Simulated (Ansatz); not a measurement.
SiH₃OF₃, singlet: at the start structure of a reaction step.

The input file, in.yaml:

```yaml
crystal:
  periodic: [false, false, false]
  atoms:
    - {symbol: Si, position_ang: [-0.916658, 0.265048, -0.449625]}
    - {symbol: H, position_ang: [-0.557968, -0.879297, -1.275831]}
    - {symbol: F, position_ang: [-2.301008, 0.825141, -0.974520]}
    - {symbol: F, position_ang: [-1.166902, -0.086650, 1.070760]}
    - {symbol: F, position_ang: [0.085515, 1.482315, -0.558427]}
    - {symbol: H, position_ang: [1.326291, -0.908970, 1.360179]}
    - {symbol: O, position_ang: [1.465423, -0.724073, 0.427393]}
    - {symbol: H, position_ang: [2.065307, 0.026286, 0.400070]}
basis:
  gaussian: {orbitals: def2-SVP}
correlation: {method: ccsd_t}
```

Run by:

```bash
ansatz run in.yaml --threads 4 --pin off --events-out ev --progress --plain --max-ram 9574MiB
```

The run's output (Ansatz 0.2.0):

```
Functional definition: HF
  name "HF"
  cite "Fock, Z. Phys. 61, 126 (1930) doi:10.1007/BF01340294"
  parent pbe
  exchange = exact_x
  correlation = 0
838 factors; integrals over basis functions are off by at most 1.2e-3 eV
mean field evaluation 1: about -18055.2937 eV, gradient 4.6e1 eV
mean field evaluation 2: about -18055.2966 eV, gradient 4.6e1 eV
mean field evaluation 4: about -18059.0375 eV, gradient 2.3e0 eV
mean field evaluation 8: about -18059.0540 eV, gradient 1.1e-1 eV
mean field evaluation 16: about -18059.0490 eV, gradient 4.2e-1 eV
mean field -18059.05410170 eV, -663.6579973709 hartree, gradient 1.1e-6 eV, S^2 0.000000; 0 other end points of the search recorded, 0 dependent functions left out
9 core orbitals not correlated: weight in the atoms' cores, before any rotation towards them, 1.000 or more for the frozen orbitals, at most 0.000 for the correlated occupied ones
reference -18059.05410170 eV, -663.6579973709 hartree; 17, 17 occupied and 63, 63 virtual orbitals, 838 factors
second order -23.17108060 eV of doubles, -0.00000000 eV of singles
cycle   1  -23.22494553 eV  change   -5.4e-2 eV  update   9.4e-2
cycle   2  -23.64922113 eV  change   -4.2e-1 eV  update   2.5e-2
cycle   3  -23.76634060 eV  change   -1.2e-1 eV  update   1.2e-2
cycle   4  -23.75944240 eV  change    6.9e-3 eV  update   2.1e-3
cycle   5  -23.75786728 eV  change    1.6e-3 eV  update   8.0e-4
cycle   6  -23.75828387 eV  change   -4.2e-4 eV  update   2.2e-4
cycle   7  -23.75817046 eV  change    1.1e-4 eV  update   6.7e-5
cycle   8  -23.75810526 eV  change    6.5e-5 eV  update   1.9e-5
cycle   9  -23.75810735 eV  change   -2.1e-6 eV  update   7.0e-6
perturbative correction -0.34231697 eV, -0.0125799167 hartree
Total energy: -18083.15452602 eV, -664.5436716288 hartree
```

The lines “mean field evaluation” count trial sets of orbitals through the whole run, from several starts and some on an approximate energy, so they need not fall steadily or lie above the final value.

The run took about 2.9 s on 4 CPU threads of an Arm Neoverse V1 (shared host).
